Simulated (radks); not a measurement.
Species: neutral boron. Configuration: [He] 2s1.75 2p1 3s0.25 (fractional occupations, a model configuration).

All-electron calculation, scalar-relativistic Kohn-Sham, LDA (Slater exchange, Perdew-Wang correlation), spin-unpolarised, spherical densities, point nucleus. Program: a radial shooting solver on a logarithmic mesh with Libxc functionals.

Energy parts (eV):
part                     energy
total                  -660.239
kinetic                 655.752
electron-nucleus      -1525.899
Hartree                 304.272
exchange-correlation    -94.364

Orbitals (lengths in bohr, moments of r in powers of bohr; r(max) is where P^2 peaks; r(90%) holds 90 % of the orbital's charge):
orbital  occ.  eigenvalue (eV)  r(90%)  r(max)
1s          2        -180.7640   0.598  0.2120
2s       1.75         -10.8412    3.06   1.502
2p          1          -5.0778    3.69   1.513
3s       0.25          -0.8927    12.9   7.106

The highest occupied level is 3s at -0.893 eV. The density falls to 0.001 e/bohr^3 at r = 3.83 bohr.
